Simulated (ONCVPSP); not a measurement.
# u(r) = r·R(r): atom against pseudo-atom (Sc)

Columns: radius, all-electron u(r) and pseudo u(r) of the 3s shell (level -54.71 eV) of scandium in the configuration [Ne] 3s2 3p6 3d1 4s2; LDA (Perdew-Zunger), scalar-relativistic, ONCV scheme, ONCVPSP 4.0.1.

```tsv
r (bohr)	all-electron	pseudo
0.090	0.0452	0.1150
0.180	-0.4769	0.2324
0.270	-0.5306	0.3532
0.360	-0.2655	0.4769
0.450	0.1061	0.6001
0.540	0.4575	0.7175
0.630	0.7340	0.8222
0.720	0.9221	0.9074
0.810	1.0291	0.9675
0.900	1.0702	0.9993
0.990	1.0619	1.0020
1.080	1.0196	0.9778
1.170	0.9554	0.9309
1.260	0.8790	0.8670
1.350	0.7971	0.7925
1.440	0.7147	0.7134
1.530	0.6350	0.6347
1.620	0.5600	0.5599
1.710	0.4907	0.4906
1.800	0.4278	0.4277
1.890	0.3713	0.3712
1.980	0.3210	0.3210
2.070	0.2767	0.2767
2.160	0.2379	0.2378
2.250	0.2040	0.2040
2.340	0.1746	0.1746
```

Question: How many radial nodes do the two functions have?

Answer: The all-electron 3s function has n − l − 1 = 2; the pseudo-wave has 0, since the states of the same l below it are removed with the core.

Question: At about which radius was the pseudo-wave matched?

Answer: 1.80 bohr. The columns agree to 0.0005 from 1.53 bohr on; several derivatives are matched, so the curves merge somewhat inside the radius.

Question: Is the pseudo-wave norm-conserving?

Answer: Yes: the ONCV scheme keeps the norm inside the radius equal to the all-electron one, which fixes the energy derivative of the logarithmic derivative at the level.
